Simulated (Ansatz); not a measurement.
Cost and result up the ladder for the cluster Zn₃O₃ (6 atoms). Charge 0, multiplicity 1. Geometry: r2SCAN-D4/def2-SVP.

Cartesian coordinates in Å:
```
Zn -0.110 1.228 -0.861
Zn -0.219 0.100 1.485
Zn 0.329 -1.329 -0.624
O -0.439 1.774 0.833
O 0.146 -1.640 1.150
O 0.292 -0.134 -1.982
```

Ansatz on 4 threads of Arm Neoverse V2 on a shared host. Times are rough, and most runs start from the orbitals of an earlier one. r2SCAN0-D4/def2-TZVP serves as the yardstick here, not as an exact answer. Differences are given only for rows in sets of like size (and for xTB, whose basis is part of the method), since another set adds its own error. Binding counts from free atoms at the same level (Zn singlet, O triplet; other spins of the atoms weren't run), without zero-point energy or a counterpoise term.

Correlated methods freeze 30 core orbitals. The rows differ in basis, and correlated rows in double-zeta sets carry the largest basis error. The structure comes from a short search, and lower isomers may exist.

Correlated methods converge slowly with the basis, most of all in double-zeta sets.

```json
{"level": "PBE-D4/def2-SVP", "functions": "135", "wall time": "1.6 s"}
{"level": "PBE0-D4/def2-SVP", "functions": "135", "wall time": "2.5 s"}
{"level": "BLYP-D4/def2-TZVP", "functions": "237", "wall time": "3.8 s"}
{"level": "PBE-D4/def2-TZVP (with forces)", "functions": "237", "wall time": "4 s"}
{"level": "PBE-D4/def2-TZVPD", "functions": "273", "wall time": "4.5 s"}
{"level": "HF/def2-TZVP", "functions": "237", "wall time": "4.9 s"}
{"level": "MP2/def2-TZVP", "functions": "237", "wall time": "6.5 s"}
{"level": "r2SCAN-D4/def2-TZVP", "functions": "237", "wall time": "7 s"}
{"level": "HF/def2-TZVPD", "functions": "273", "wall time": "7 s"}
{"level": "PBE0-D4/def2-TZVP", "functions": "237", "wall time": "8 s"}
{"level": "RPA@PBE/def2-TZVP", "functions": "237", "wall time": "8.5 s"}
{"level": "PBE0-D4/def2-TZVPD", "functions": "273", "wall time": "9 s"}
{"level": "r2SCAN0-D4/def2-TZVP", "functions": "237", "wall time": "11 s"}
{"level": "CCSD(T)/def2-SVP", "functions": "135", "wall time": "21 s"}
```

Estimate what each level gives for the binding energy per atom (eV).


| level | binding energy per atom (eV) | difference from r2SCAN0-D4/def2-TZVP (eV) | remarks |
| --- | --- | --- | --- |
| PBE-D4/def2-SVP | 2.76 | – | – |
| PBE0-D4/def2-SVP | 2.49 | – | – |
| BLYP-D4/def2-TZVP | 2.41 | 0.04 | – |
| PBE-D4/def2-TZVP (with forces) | 2.62 | 0.25 | – |
| PBE-D4/def2-TZVPD | 2.62 | 0.25 | – |
| HF/def2-TZVP | 1.01 | -1.36 | – |
| MP2/def2-TZVP | 2.75 | 0.38 | – |
| r2SCAN-D4/def2-TZVP | 2.60 | 0.23 | – |
| HF/def2-TZVPD | 1.02 | -1.35 | – |
| PBE0-D4/def2-TZVP | 2.41 | 0.04 | – |
| RPA@PBE/def2-TZVP | 2.20 | -0.17 | – |
| PBE0-D4/def2-TZVPD | 2.42 | 0.05 | – |
| r2SCAN0-D4/def2-TZVP | 2.37 | 0.00 | – |
| CCSD(T)/def2-SVP | 2.16 | – | large T1 (0.021) |
